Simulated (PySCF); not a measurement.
Delta-SCF ions had no search for a lower state. 

Cartesian coordinates (Å):
```xyz
10

S      2.6123    -0.0500     0.2755
C      0.8942     0.2105     0.0408
C     -0.0369    -0.7626     0.0158
C     -1.4774    -0.3498     0.1173
S     -1.5995     1.3350    -0.5959
S      0.3144     1.8835     0.0751
H      3.0323     0.8949    -0.6037
H      0.2412    -1.8174    -0.0003
H     -1.8355    -0.3635     1.1628
H     -2.1450    -0.9807    -0.4874
```
Charge 0, spin multiplicity 1.

Question: What dipole moment, HOMO–LUMO gap and vertical ionisation energy (Delta-SCF) does PBE-D3(BJ)/def2-TZVP in PySCF 2.14.0 give?

Answer: 
```
Property                                 Result
--------------------------------------  -------
dipole moment                            1.38 D
HOMO–LUMO gap                           2.67 eV
vertical ionisation energy (Delta-SCF)  7.62 eV
```
